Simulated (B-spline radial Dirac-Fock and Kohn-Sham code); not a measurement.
# Total and shell-resolved photoionisation of Au⁶⁺

System: Au⁶⁺ in the configuration [Xe] 4f14 5d5.

Level of theory: the independent-particle Dirac-Slater model, thresholds from Dirac-Fock; a B-spline atomic structure program.

Computed thresholds (eV): K 80822.4, L1 14464.4, L2 13837.1, L3 12022.3, M1 3536.1, M2 3257.0, M3 2852.0, M4 2394.7, M5 2309.2, N1 869.7, N2 750.3, N3 652.7, N4 457.3, N5 439.1, N6 186.7, N7 183.0, O1 212.0, O2 169.7, O3 152.0, O4 94.64, O5 92.43.

```
photon energy (eV)  total (b)  K (%)  L (%)  M (%)  N (%)  O (%)
               103  1.243e+06      –      –      –      –  100.0
               114     768800      –      –      –      –  100.0
               457  4.332e+06      –      –      –   95.0    5.0
               600  3.208e+06      –      –      –   94.8    5.2
              1330     875100      –      –      –   93.4    6.6
              6000     137600      –      –   79.3   18.4    2.4
            9251.7      45500      –      –   78.8   18.5    2.7
             17800      33850      –   75.9   18.9    4.5    0.7
           22162.9      19100      –   76.2   18.5    4.5    0.8
           59318.2       1338      –   76.8   18.0    4.4    0.8
             90800       2030   79.7   15.6    3.6    0.9    0.2
            200000      250.8   81.5   14.2    3.3    0.8    0.2
```

Task: With what power of the photon energy does the total fall between 90800 and 200000 eV?

Result: As E^-2.65. The non-relativistic Born limit for an s electron far above threshold is E^-3.5; near threshold and at relativistic energies the fall is slower.
